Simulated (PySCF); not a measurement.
## Worked example: chemical shift, span and skew from a shielding tensor

Cl2H4OSi2, SMILES [SiH](Cl)(O[SiH3])Cl. Atoms are numbered in the order given.

```xyz
9

Si    -2.2551    -0.6137     0.3533
O     -0.8353    -0.0146     1.0176
Si     0.6343     0.4215     0.4582
Cl     0.3866     1.4826    -1.2819
Cl     1.7317    -1.2514     0.0194
H     -1.9287    -1.4525    -0.8328
H     -3.1248     0.5221    -0.0524
H     -2.9293    -1.4304     1.3939
H      1.3466     1.2384     1.4518
```

Geometry optimised at ωB97X-D3(BJ)/def2-SVP. One conformer was computed; it need not be the lowest.

GIAO shieldings from HF/pcSseg-1 run with PySCF, non-relativistic, no solvent. The symmetric part of the tensor of Si3 has the principal values 405.2, 416.5, 425.0 ppm. The same nucleus in TMS has σ = 393.8 ppm at this level (PySCF, at its B3LYP-D3(BJ)/def2-TZVP geometry). Without spin–orbit terms, shifts of atoms bonded to Cl or Br come out too high.

Problem. Work out the isotropic shielding, the ²⁹Si shift against TMS, the span and the skew.

Solution. 
σ(iso) = (σ11 + σ22 + σ33)/3 = 415.6 ppm. δ = σ(ref) − σ(iso) = 393.8 − (415.6) = -21.8 ppm.
Span Ω = σ33 − σ11 = 19.8 ppm. Skew κ = 3(σ(iso) − σ22)/Ω = -0.14. Tumbling in solution averages the tensor to δ; in a static solid the shielding alone would spread this spin-1/2 line over Ω.
